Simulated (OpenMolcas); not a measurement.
Systems:
- [NiCl6]4-, a model complex in vacuum: trigonal octahedron, bonds 59° from the threefold axis, Ni–Cl 2.47 Å; shape imposed, not necessarily the one it adopts

Method: state-averaged CASSCF on the open d shell with SC-NEVPT2, ANO basis sets as named, scalar-relativistic DKH2, RICD, in OpenMolcas. State energies are spin-free and vertical. Orbital splittings and repulsion parameters are fits to the integrals of the highest spin's CASSCF orbitals. J levels and χT include spin-orbit coupling (RASSI on CASSCF energies). Times are rough, from shared cores.

```json
[
 {"case": "ANO-RCC-VDZP", "ground state": "3A2g(1)", "first state of the same spin (cm⁻¹)": "3A1g 5530", "first state of another spin (cm⁻¹)": "1Eg(1) 13870", "d-orbital splitting (cm⁻¹)": "3880", "Racah B (cm⁻¹)": "1258", "χT at 300 K (cm³ K/mol)": "1.78", "basis functions": "142", "relative time": "1"},
 {"case": "ANO-RCC-VTZP on Ni and ANO-RCC-VDZ on Cl", "ground state": "3A2g(1)", "first state of the same spin (cm⁻¹)": "3A1g 5490", "first state of another spin (cm⁻¹)": "1Eg(1) 13620", "d-orbital splitting (cm⁻¹)": "3840", "Racah B (cm⁻¹)": "1278", "χT at 300 K (cm³ K/mol)": "1.79", "basis functions": "137", "relative time": "1"},
 {"case": "ANO-RCC-VTZP on Ni and ANO-RCC-VDZP on Cl", "ground state": "3A2g(1)", "first state of the same spin (cm⁻¹)": "3A1g 5520", "first state of another spin (cm⁻¹)": "1Eg(1) 13580", "d-orbital splitting (cm⁻¹)": "3880", "Racah B (cm⁻¹)": "1277", "χT at 300 K (cm³ K/mol)": "1.78", "basis functions": "167", "relative time": "2"},
 {"case": "ANO-RCC-VQZP on Ni and ANO-RCC-VDZP on Cl", "ground state": "3A2g(1)", "first state of the same spin (cm⁻¹)": "3A1g 5520", "first state of another spin (cm⁻¹)": "1Eg(1) 13460", "d-orbital splitting (cm⁻¹)": "3880", "Racah B (cm⁻¹)": "1277", "χT at 300 K (cm³ K/mol)": "1.78", "basis functions": "203", "relative time": "4"}
]
```

No ligand orbital and no second metal shell is active in the minimal space. All energies are vertical, at one fixed geometry that need not be a minimum. Gaps under about 300 cm⁻¹ between spin-free states are not resolved by the perturbation step. Anions stand alone here, with no counter-ions or solvent.
